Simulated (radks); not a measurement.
All-electron atom: the boron ion B2+ in [He] 2s1. Calculated with a radial shooting solver on a logarithmic mesh with Libxc functionals: Dirac Kohn-Sham, PBEsol, spin-unpolarised, spherical densities, finite nucleus; Fermi nuclear charge, rms radius 2.406 fm.

Normalised radial functions P(r) = r R(r) (large component), r in bohr:

```
   r/bohr * 1s1/2, o 2s1/2 (the largest magnitude, 1.57, reaches the edge; | marks zero, & curves that meet)
  0.02239                             | o    *
  0.02735                             | o      *
   0.0334                             |  o      *
  0.04113                             |  o        *
  0.05023                             |   o         *
  0.06135                             |   o           *
  0.07494                             |    o             *
  0.09153                             |    o               *
   0.1118                             |     o                *
   0.1365                             |     o                  *
   0.1668                             |     o                   *
   0.2037                             |     o                    *
   0.2488                             |     o                    *
   0.3039                             |   o                    *
   0.3712                             |  o                   *
    0.457                             o                  *
   0.5582                          o  |              *
   0.6817                       o     |         *
   0.8327                   o         |      *
    1.017                 o           |   *
    1.242               o             | *
    1.517               o             |*
    1.853                 o           *
    2.263                    o        *
    2.765                       o     *
    3.377                          o  *
    4.124                            o*
    5.037                             &
```

1s1/2: eigenvalue -210.02 eV, 0 radial nodes, <r> = 0.329 bohr, 90 % of the charge inside 0.591 bohr. 2s1/2: eigenvalue -31.279 eV, 1 radial node at r = 0.455 bohr, <r> = 1.65 bohr, 90 % of the charge inside 2.54 bohr.
